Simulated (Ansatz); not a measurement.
`C#[C][Zr]([OH])([F])[O]C`. Total charge 0; spin multiplicity 1. Zr takes the def2 core potential. All single points use the PBE0-D4/def2-TZVP geometry. It is one conformer, not always the lowest.

```xyz
12

C    -3.018   -0.561   -1.381
C    -1.882   -0.168   -1.199
Zr    0.188    0.540   -0.914
O     0.154    2.428   -0.621
F     1.243    0.126   -2.455
O     0.879   -0.390    0.586
C     1.438   -0.974    1.719
H    -4.015   -0.906   -1.542
H     0.247    3.312   -0.278
H     2.398   -1.438    1.474
H     0.768   -1.745    2.112
H     1.600   -0.223    2.499
```

Q: What is the dipole moment at ωB97M-V/def2-TZVPP? (Estimate.)

A: The calculation gave: 3.09 D, with components (0.64, 0.98, 2.86) D in this frame, pointing from negative to positive charge.

Q: And with PBE, r2SCAN, B3LYP? (Estimate.)

A: The calculation gave: PBE 3.08 D, r2SCAN 3.06 D, B3LYP 3.10 D.

Q: Give the Mulliken charges with ωB97M-V, r2SCAN, PBE in def2-TZVPP. (An estimate is asked.)

A: Computed: 
```json
{"atom": "C1", "ωB97M-V": "-0.32", "r2SCAN": "-0.37", "PBE": "-0.26"}
{"atom": "C2", "ωB97M-V": "-0.43", "r2SCAN": "-0.39", "PBE": "-0.39"}
{"atom": "Zr3", "ωB97M-V": "1.54", "r2SCAN": "1.58", "PBE": "1.34"}
{"atom": "O4", "ωB97M-V": "-0.49", "r2SCAN": "-0.53", "PBE": "-0.47"}
{"atom": "F5", "ωB97M-V": "-0.39", "r2SCAN": "-0.40", "PBE": "-0.36"}
{"atom": "O6", "ωB97M-V": "-0.46", "r2SCAN": "-0.47", "PBE": "-0.40"}
{"atom": "C7", "ωB97M-V": "-0.18", "r2SCAN": "0.01", "PBE": "-0.14"}
{"atom": "H8", "ωB97M-V": "0.21", "r2SCAN": "0.20", "PBE": "0.19"}
{"atom": "H9", "ωB97M-V": "0.17", "r2SCAN": "0.20", "PBE": "0.19"}
{"atom": "H10", "ωB97M-V": "0.12", "r2SCAN": "0.06", "PBE": "0.10"}
{"atom": "H11", "ωB97M-V": "0.12", "r2SCAN": "0.07", "PBE": "0.11"}
{"atom": "H12", "ωB97M-V": "0.12", "r2SCAN": "0.06", "PBE": "0.10"}
```

B3LYP here is the variant with VWN-RPA as its local correlation; programs differ in this.
